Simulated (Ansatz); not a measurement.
`B[C](=C)[GaH][CH3]` from Hartree–Fock to CCSD(T)

```xyz
13

B     0.458    1.094   -1.175
C    -0.406    1.248    0.011
C    -1.181    1.976    0.806
Ga   -0.239   -0.683    0.655
C     0.803   -2.117   -0.185
H     1.650    1.197   -1.072
H     0.002    0.680   -2.206
H    -1.666    1.575    1.692
H    -1.368    3.028    0.597
H    -1.097   -0.840    1.963
H     1.859   -1.836   -0.221
H     0.476   -2.262   -1.217
H     0.709   -3.061    0.353
```

Total charge 0; spin multiplicity 1. Correlated methods include outer-core shells of Ga, which these sets cover unevenly. Scalar relativity is left out up to krypton. The geometry is a stationary point of PBE0-D4/def2-TZVP. It is one conformer, not always the lowest. Frozen core, restricted reference, Ansatz.

```csv
basis,HF (Eh),MP2 corr.,CCSD corr.,(T),CCSD(T) total
def2-SVP,-2065.78379,-0.71375,-0.76009,-0.02741,-2066.57129
def2-TZVPP,-2066.19090,-0.83960,-0.88092,-0.03900,-2067.11082
def2-QZVPP,-2066.23760,-1.12487,–,–,–
```
